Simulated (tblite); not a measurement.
C5H9F3O.
Z-matrix (Å and degrees, GFN2-xTB geometry), rows numbered from 1:
```
C 
C   1  1.5248
C   2  1.5228  1  111.91
F   3  1.3656  2  110.56  1   -60.21
F   3  1.3694  2  110.33  1    54.77
C   3  1.5393  2  113.94  1   178.47
O   6  1.4147  3  112.67  2   -45.57
C   7  1.3744  6  115.52  3   -85.28
F   8  1.3741  7  110.63  6   -70.06
H   1  1.0864  2  109.87  3   179.51
H   1  1.0873  2  110.28  3    59.59
H   1  1.0872  2  110.46  3   -60.43
H   2  1.0905  1  110.49  3  -119.58
H   2  1.0907  1  110.85  3   120.16
H   6  1.0921  3  107.97  2    71.65
H   6  1.0957  3  109.16  2  -169.87
H   8  1.0995  7  114.01  6    49.31
H   8  1.0952  7  107.17  6   173.43
```

Method: GFN2-xTB as coded in tblite; computed harmonic values from a numerical Hessian at the method's own geometry, unscaled. Against measured fundamentals such values can be off by several per cent, at times by over 20. One conformer, not necessarily the lowest.

Harmonic wavenumbers (cm⁻¹): 37.3, 60.9, 70.0, 142.0, 162.7, 209.0, 246.7, 280.7, 351.3, 366.8, 443.9, 506.8, 543.2, 594.7, 761.8, 806.5, 896.5, 969.9, 972.3, 989.3, 1016.1, 1069.6, 1084.5, 1117.6, 1138.0, 1142.8, 1170.3, 1220.2, 1245.6, 1267.5, 1315.0, 1323.1, 1326.7, 1414.9, 1424.3, 1437.8, 1454.6, 1491.6, 1495.3, 2902.8, 2947.3, 2960.7, 2992.3, 3002.1, 3008.9, 3049.5, 3051.2, 3053.0.

A = 2965, B = 883.3, C = 833.2 MHz; mass 142.061 u (most abundant isotopes); point group C1, symmetry number 1.

**Question.** Zero-point energy?

**Answer.** Half the sum of the wavenumbers: 30268 cm⁻¹ = 362.08 kJ/mol.

**Question.** Give the ideal-gas entropy at 350 K and 1 bar in the rigid-rotor, harmonic-oscillator model (classical rotation).

**Answer.** Translation 174.00, rotation 124.92, vibration 150.75: S = 449.7 J/(mol K).

**Question.** And Cp and H(350 K) − H(0)?

**Answer.** Cp = 176.87 J/(mol K), of which vibrations give 143.61 (their classical limit is 48 R = 399.1); H(350 K) − H(0) = 37.99 kJ/mol without the zero-point energy, 26.35 from vibrations.

**Question.** Blend soft modes into free rotors: weight 1/[1 + (100 cm⁻¹/ν̃)⁴] for the oscillator and the rest for a rotor with moment μB/(μ + B), μ = h/(8π²ν), B = 10⁻⁴⁴ kg m². What vibrational entropy results?

**Answer.** 134.96 J/(mol K) in place of 150.75, which changes −T·S at 350 K by +5.53 kJ/mol.

**Question.** How do the functions run with temperature in this model?

**Answer.** 
| T (K) | S (J/(mol K)) | Cp (J/(mol K)) | H − H(0) (kJ/mol) | G − H(0) (kJ/mol) | ln q(vib) |
| --- | --- | --- | --- | --- | --- |
| 50 | 252.1 | 58.7 | 2.23 | -10.37 | 0.78 |
| 100 | 300.1 | 81.7 | 5.76 | -24.25 | 2.22 |
| 298.15 | 423.0 | 156.4 | 29.35 | -96.76 | 7.72 |
| 373.15 | 461.3 | 185.8 | 42.19 | -129.94 | 9.67 |
| 500 | 522.0 | 229.9 | 68.66 | -192.35 | 12.89 |
| 750 | 627.8 | 291.3 | 134.42 | -336.46 | 18.96 |
| 1000 | 717.4 | 330.3 | 212.45 | -504.91 | 24.58 |

q(vib) and H(0) count from the zero-point level.

**Question.** Which modes carry the vibrational entropy at 350 K?

**Answer.** 37.3 cm⁻¹: 23.91; 60.9 cm⁻¹: 19.85; 70.0 cm⁻¹: 18.70; 142.0 cm⁻¹: 12.91; 162.7 cm⁻¹: 11.81; 209.0 cm⁻¹: 9.83 J/(mol K); the other 42 give 53.74 together.

Hindered rotation and anharmonicity are outside this model. Other conformers, if any are populated, would add a mixing term that is left out. The structure is chiral; the term R ln 2 for an equal mix with its mirror image is left out.
